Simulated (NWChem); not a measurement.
System: C₂H₅ISi; SMILES C=C([SiH3])I

NWChem input:

```
start job
memory heap 200 mb stack 900 mb global 1100 mb
geometry units angstroms noautosym nocenter noautoz
  C      1.921261    -1.179153     0.000000
  C      0.608527    -0.936945     0.000000
  Si    -0.741402    -2.243118     0.000000
  I     -0.103847     1.059545     0.000000
  H      2.278678    -2.215747     0.000000
  H      2.680411    -0.390679     0.000000
  H     -1.593983    -2.089370     1.214678
  H     -0.090734    -3.589195     0.000000
  H     -1.593983    -2.089370    -1.214678
end
basis spherical
  * library def2-svpd
end
ecp
  I library def2-ecp
end
dft
  xc pbe0
  iterations 150
end
property
  response 1 0.0
end
task dft property
```

NWChem printed, in part:

```
             Northwest Computational Chemistry Package (NWChem) 7.3.0
             --------------------------------------------------------

                             Geometry "geometry" -> ""
                             -------------------------

 Output coordinates in angstroms (scale by  1.889725989 to convert to a.u.)

  No.       Tag          Charge          X              Y              Z
 ---- ---------------- ---------- -------------- -------------- --------------
    1 C                    6.0000     1.92126100    -1.17915300     0.00000000
    2 C                    6.0000     0.60852700    -0.93694500     0.00000000
    3 Si                  14.0000    -0.74140200    -2.24311800     0.00000000
    4 I                   53.0000    -0.10384700     1.05954500     0.00000000
    5 H                    1.0000     2.27867800    -2.21574700     0.00000000
    6 H                    1.0000     2.68041100    -0.39067900     0.00000000
    7 H                    1.0000    -1.59398300    -2.08937000     1.21467800
    8 H                    1.0000    -0.09073400    -3.58919500     0.00000000
    9 H                    1.0000    -1.59398300    -2.08937000    -1.21467800

 Effective nuclear repulsion energy (a.u.)     378.2848288743

                                 NWChem DFT Module
                                 -----------------

 Summary of "ao basis" -> "ao basis" (spherical)
 ------------------------------------------------------------------------------
       Tag                 Description            Shells   Functions and Types
 ---------------- ------------------------------  ------  ---------------------
 C                         def2-svpd                 8       20   4s2p2d
 Si                        def2-svpd                10       24   5s3p2d
 I                         def2-svpd                13       35   5s5p3d
 H                         def2-svpd                 4        8   2s2p

            General Information
            -------------------
          SCF calculation type: DFT
          Wavefunction type:  closed shell.
          No. of atoms     :     9
          No. of electrons :    56
           Alpha electrons :    28
            Beta electrons :    28
          Charge           :     0
          Spin multiplicity:     1
          Use of symmetry is: off; symmetry adaption is: off
          Maximum number of iterations: 150
          AO basis - number of functions:   139
                     number of shells:    59
          Convergence on energy requested:  1.00D-06
          Convergence on density requested:  1.00D-05
          Convergence on gradient requested:  5.00D-04

              XC Information
              --------------
                         PBE0 Method XC Functional
                     Hartree-Fock (Exact) Exchange  0.250
          PerdewBurkeErnzerhof Exchange Functional  0.750
            Perdew 1991 LDA Correlation Functional  1.000 local
           PerdewBurkeErnz. Correlation Functional  1.000 non-local

             Grid Information
             ----------------
          Grid used for XC integration:  medium
          Radial quadrature: Mura-Knowles
          Angular quadrature: Lebedev.
          Tag              B.-S. Rad. Rad. Pts. Rad. Cut. Ang. Pts.
          ---              ---------- --------- --------- ---------
          C                   0.70       49          13.0       434
          Si                  1.10       88          14.0       590
          I                   1.40      123          13.0       590
          H                   0.35       45          14.0       434
          Grid pruning is: on
          Number of quadrature shells:   534
          Spatial weights used:  Erf1

      Superposition of Atomic Density Guess
      -------------------------------------

 Sum of atomic energies:        -713.61203210

      Non-variational initial energy
      ------------------------------

 Total energy =    -664.746904
 1-e energy   =   -1470.448602
 2-e energy   =     580.074240
 HOMO         =      -0.293892
 LUMO         =      -0.015078

   convergence    iter        energy       DeltaE   RMS-Dens  Diis-err
 ---------------- ----- ----------------- --------- --------- ---------
 d= 0,ls=0.0,diis     1   -665.9850344615 -8.92D+02  9.34D-03  2.83D-01
 d= 0,ls=0.0,diis     2   -665.9813760530  3.66D-03  5.43D-03  3.12D-01
 d= 0,ls=0.0,diis     3   -666.0172104271 -3.58D-02  1.70D-03  6.07D-02
 d= 0,ls=0.0,diis     4   -666.0254623046 -8.25D-03  3.99D-04  1.82D-03
 d= 0,ls=0.0,diis     5   -666.0256974219 -2.35D-04  1.70D-04  2.87D-04
  Resetting Diis
 d= 0,ls=0.0,diis     6   -666.0257405347 -4.31D-05  4.44D-05  1.49D-05
 d= 0,ls=0.0,diis     7   -666.0257427872 -2.25D-06  1.37D-05  4.19D-07
 d= 0,ls=0.0,diis     8   -666.0257428010 -1.38D-08  6.99D-06  3.42D-07

         Total DFT energy =     -666.025742801020
      One electron energy =    -1473.392552939058
           Coulomb energy =      637.289902617508
    Exchange-Corr. energy =      -55.550550161258
 Nuclear repulsion energy =      225.627457681788

 Numeric. integr. density =       56.000011719009

                       DFT Final Molecular Orbital Analysis
                       ------------------------------------

[...]

 DFT Linear Response polarizability / au
 Frequency  =       0.0000000 / au
              X              Y              Z
 -----------------------------------------------
 X      93.6278736     -5.2111267      0.0000001
 Y      -5.2111308    106.7728195      0.0000001
 Z       0.0000001      0.0000001     67.3768722
 -----------------------------------------------
 Eigenvalues =      91.8126626    108.5880305     67.3768722
 Isotropic   =      89.2591884
 Anisotropic =      35.8948491
 -----------------------------------------------

 Magnetic Dipole Response Matrix (nonzero elements):

 Exiting AOResponse driver routine
```

Level: PBE0/def2-SVPD with def2 effective core potentials on I. All runs use the structure optimised with PBE0/def2-SVP. No frequency run checked for a minimum. def2 effective core potentials on I; no spin-orbit coupling.
